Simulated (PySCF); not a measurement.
B(Cl)2(OH)(NH3), H4BCl2NO, singlet, CAM-B3LYP/def2-SVP optimised geometry.

```
9

B     -0.59    -0.42     0.00
Cl    -1.27     1.31     0.00
Cl     1.27    -0.42     0.00
O     -1.20    -1.31     0.89
H     -1.04    -1.08     1.81
N     -0.99    -1.01    -1.45
H     -0.63    -1.96    -1.54
H     -0.59    -0.43    -2.19
H     -2.01    -1.02    -1.55
```

Density from CAM-B3LYP/def2-TZVP in PySCF at that geometry.

Minimum of the electron density along straight lines between bonded atoms, close to the bond critical point (lines longer than 1.1 times the sum of covalent radii, or with two minima, are not listed):

| bond | length / Å | ρ at the minimum / e bohr⁻³ | ∇²ρ there / e bohr⁻⁵ | position (fraction from the first atom) |
|---|---|---|---|---|
| B1–Cl2 | 1.862 | 0.125 | -0.12 | 0.30 |
| B1–Cl3 | 1.862 | 0.125 | -0.12 | 0.30 |
| B1–O4 | 1.394 | 0.201 | 0.69 | 0.33 |
| O4–H5 | 0.962 | 0.355 | -2.41 | 0.81 |
| B1–N6 | 1.618 | 0.131 | 0.19 | 0.32 |
| N6–H7 | 1.024 | 0.331 | -1.72 | 0.75 |
| N6–H8 | 1.022 | 0.332 | -1.75 | 0.75 |
| N6–H9 | 1.024 | 0.331 | -1.72 | 0.75 |
